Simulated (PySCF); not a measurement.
C₂HF₃O₂, SMILES O=C(O)C(F)(F)F, point group Cs.

Force field and properties: B3LYP/pcSseg-1 (PySCF, grid level 2). Vibrational terms come from second-order perturbation theory with semi-diagonal cubic constants, by steps of ±0.6 along the normal coordinates of each isotopologue. The parent has the commonest isotopes.

Equilibrium geometry (Å):

```csv
atom,x,y,z
O1,0.8598,0.4264,1.4590
C2,0.5418,0.1428,0.3412
O3,1.3614,-0.0016,-0.7051
C4,-0.9205,-0.1146,-0.0966
F5,-1.0513,-1.3618,-0.5786
F6,-1.7462,0.0317,0.9373
F7,-1.2804,0.7489,-1.0604
H8,2.2716,0.1659,-0.3950
```

(1) Give the equilibrium and ground-state rotational constants (MHz) of parent; ¹³C at 4.

(2) How is the parent's vibrational correction B0 − Be made up?

(3) And its quartic centrifugal distortion constants from the harmonic force field?

A mode lies under 250 cm⁻¹, where this perturbation treatment is rough. Internal rotors are held in one well.

Results:

(1) 
| species | Ae | Be | Ce | A0 | B0 | C0 | Δ0 (u Å²) | harmonic ZPE (cm⁻¹) |
| --- | --- | --- | --- | --- | --- | --- | --- | --- |
| parent | 3835.2 | 2480.6 | 2058.9 | 3812.5 | 2462.2 | 2048.4 | -91.091 | 8519 |
| ¹³C at 4 | 3835.2 | 2477 | 2056.4 | 3812.8 | 2458.9 | 2046.1 | -91.081 | 8459 |

Δ0 = Ic − Ia − Ib from the ground-state constants.

(2) 
```tsv
axis	harmonic	Coriolis	cubic	total (MHz)
a	3.47	-13.2	-13	-22.7
b	2.51	-3.89	-17	-18.4
c	1.74	-0.744	-11.5	-10.5
```

(3) Asymmetric top, A reduction, Ir representation: ΔJ = 0.253 kHz, ΔJK = 3.18 kHz, ΔK = -3.01 kHz, δJ = 0.0486 kHz, δK = -10.4 kHz.
